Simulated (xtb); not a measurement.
C$_{5}$H$_{10}$O$_{2}$, triplet, from a rough starting geometry (a higher spin typed on purpose: for a closed-shell molecule this is an excited state); GFN2-xTB in xtb.

Input for xtb:
```
$ xtb mol.xyz --gfn 2 --uhf 2 --opt vtight --json

# file mol.xyz
17

C     -0.48079629     0.07365067     1.46419322
C     -0.10502011    -0.06610760    -0.01258394
C     -1.07165023    -1.02486799    -0.75151694
C     -0.19241073     1.38890070    -0.67735321
C      1.30412707    -0.56168076    -0.19488633
O      2.23794873     0.21891351     0.38217151
O      1.62736273    -1.56764679    -0.77845973
H      0.22686795     0.77648922     1.99595103
H     -1.47563653     0.46640886     1.60891344
H     -0.34239892    -0.91062526     1.94992623
H     -2.10085097    -0.67473212    -0.63142830
H     -0.98264826    -1.94088869    -0.29608578
H     -0.87269087    -1.07682136    -1.80071905
H      0.45520726     2.05109302    -0.26240439
H      0.07555775     1.35039489    -1.72825292
H     -1.16882261     1.76893931    -0.58291364
H      3.12536671    -0.13022440     0.29250868
```

### Question
Predict the main parts of the log of this xtb run.

### Answer

```
   ID    Z sym.   atoms
    1    6 C      1-5
    2    8 O      6, 7
    3    1 H      8-17

           -------------------------------------------------
          |                Calculation Setup                |
           -------------------------------------------------

           -------------------------------------------------
          |                 G F N 2 - x T B                 |
           -------------------------------------------------

          ...................................................
          :                      SETUP                      :
          :.................................................:
          :  # basis functions                  38          :
          :  # atomic orbitals                  38          :
          :  # shells                           24          :
          :  # electrons                        42          :
          :  max. iterations                   250          :
          :  Hamiltonian                  GFN2-xTB          :
          :  restarted?                      false          :
          :  GBSA solvation                  false          :
          :  PC potential                    false          :
          :  electronic temp.          300.0000000     K    :
          :  accuracy                    1.0000000          :
          :  -> integral cutoff          0.2500000E+02      :
          :  -> integral neglect         0.1000000E-07      :
          :  -> SCF convergence          0.1000000E-05 Eh   :
          :  -> wf. convergence          0.1000000E-03 e    :
          :  Broyden damping             0.4000000          :
          :  net charge                          0          :
          :  unpaired electrons                  2          :
          ...................................................

 iter      E             dE          RMSdq      gap      omega  full diag
   1    -24.0251622 -0.240252E+02  0.303E+00    6.22       0.0  T
   2    -24.0404200 -0.152578E-01  0.176E+00    5.78       1.0  T
   3    -24.0329462  0.747371E-02  0.101E+00    6.42       1.0  T
   4    -24.0438576 -0.109114E-01  0.259E-01    6.12       1.0  T
   5    -24.0444126 -0.555030E-03  0.956E-02    6.14       1.0  T
   6    -24.0444382 -0.255633E-04  0.428E-02    6.13       1.0  T
   7    -24.0444406 -0.244103E-05  0.133E-02    6.13       1.8  T
   8    -24.0444413 -0.638503E-06  0.403E-03    6.13       6.0  T
   9    -24.0444413 -0.229384E-07  0.166E-03    6.13      14.6  T
[...]
 * total energy  :   -23.7891727 Eh     change       -0.1655651E-04 Eh
 * total energy  :   -23.7891723 Eh     change        0.4377604E-06 Eh
 * total energy  :   -23.7891951 Eh     change       -0.2282032E-04 Eh
 * total energy  :   -23.7892024 Eh     change       -0.7299331E-05 Eh
 * total energy  :   -23.7892078 Eh     change       -0.5393727E-05 Eh
 * total energy  :   -23.7892099 Eh     change       -0.2178268E-05 Eh
 * total energy  :   -23.7892115 Eh     change       -0.1512785E-05 Eh
 * total energy  :   -23.7892119 Eh     change       -0.4327329E-06 Eh
 * total energy  :   -23.7892121 Eh     change       -0.1818494E-06 Eh
 * total energy  :   -23.7892123 Eh     change       -0.1842970E-06 Eh
 * total energy  :   -23.7892124 Eh     change       -0.1493265E-06 Eh
 * total energy  :   -23.7892125 Eh     change       -0.4343289E-07 Eh
   *** GEOMETRY OPTIMIZATION CONVERGED AFTER 38 ITERATIONS ***
         :: total energy             -23.789212450455 Eh    ::
[...]

 ---------------------------------------------------------------------------
     #   Z sym  total        # sym  WBO       # sym  WBO       # sym  WBO
 ---------------------------------------------------------------------------
     1   6 C    3.994 --     2 C    1.022     8 H    0.982    10 H    0.977
                             9 H    0.956
     2   6 C    3.860 --     1 C    1.022     3 C    1.021     4 C    1.014
                             5 C    0.593     7 O    0.131
     3   6 C    3.992 --     2 C    1.021    12 H    0.982    13 H    0.979
                            11 H    0.961
     4   6 C    3.990 --     2 C    1.014    15 H    0.979    14 H    0.978
                            16 H    0.946
     5   6 C    3.353 --     7 O    1.630     6 O    1.060     2 C    0.593
     6   8 O    2.102 --     5 C    1.060    17 H    0.870     7 O    0.115
     7   8 O    1.985 --     5 C    1.630     2 C    0.131     6 O    0.115
     8   1 H    0.998 --     1 C    0.982
     9   1 H    0.996 --     1 C    0.956
    10   1 H    0.996 --     1 C    0.977
    11   1 H    0.997 --     3 C    0.961
    12   1 H    0.996 --     3 C    0.982
    13   1 H    0.996 --     3 C    0.979
    14   1 H    0.995 --     4 C    0.978
    15   1 H    0.996 --     4 C    0.979
    16   1 H    0.995 --     4 C    0.946
    17   1 H    0.908 --     6 O    0.870
 ---------------------------------------------------------------------------

Topologies differ in total number of bonds
Writing topology from bond orders to xtbtopo.mol

molecular dipole:
                 x           y           z       tot (Debye)
 q only:       -0.994       0.931       0.432
   full:       -0.981       0.935       0.728       3.909
molecular quadrupole (traceless):
                xx          xy          yy          xz          yz          zz
 q only:       -0.103       3.369      -3.681       3.911      -1.082       3.784
  q+dip:        1.035       2.389      -5.288       5.277      -1.528       4.253
   full:        1.322       2.411      -5.472       5.459      -1.494       4.149

optimized geometry written to: xtbopt.xyz

           -------------------------------------------------
          | TOTAL ENERGY              -23.789212450455 Eh   |
          | GRADIENT NORM               0.000058924975 Eh/α |
          | HOMO-LUMO GAP               6.450838969618 eV   |
           -------------------------------------------------

normal termination of xtb
```
